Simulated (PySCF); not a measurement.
Electron correlation in Re⁺ (rhenium, charge +1)

[Xe] 4f14 5d5 6p1, high-spin 7P determinant (an excited configuration). All numbers are calculated (PySCF 2.14, a scalar-relativistic core potential, in aug-cc-pVDZ-PP with ECP60MDF). Frozen: 5s2 5p6; 6 electrons correlated.

```json
{"level": "CCSD", "correlation energy (mhartree)": "-61.93"}
{"level": "(T)", "correlation energy (mhartree)": "-0.73"}
{"level": "CCSD(T)", "correlation energy (mhartree)": "-62.66"}
```

Diagnostics: T1 = 0.015, D1 = 0.0458, largest double amplitude 0.064.

Problem. Is a single reference adequate?

Solution. Yes, within this model without spin-orbit coupling: T1 lies below 0.03 and no double amplitude reaches 0.07.
